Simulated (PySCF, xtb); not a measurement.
C2H7NSi2, SMILES N#CC[SiH2][SiH3]. Other conformers were not sampled.

Harmonic wavenumbers (cm⁻¹) from xtb 6.7.1 with GFN2-xTB at its own minimum, in rising order: 22, 47, 104, 163, 352, 378, 429, 459, 463, 484, 578, 643, 708, 749, 782, 805, 807, 819, 1021, 1077, 1166, 1418, 2189, 2212, 2229, 2242, 2275, 2396, 2969, 2979.

What does B3LYP-D3(BJ)/def2-SVP run with PySCF 2.14.0 give at its own minimum? (The exact figures need the calculation; the answer reports its results.)

47, 88, 111, 176, 356, 383, 416, 467, 499, 561, 654, 676, 774, 831, 891, 933, 942, 947, 972, 1157, 1174, 1413, 2209, 2215, 2221, 2227, 2239, 2370, 3049, 3105. Paired by order, the mean absolute difference is 48 cm⁻¹ and the zero-point energies are 47.1 and 48.8 kcal/mol.
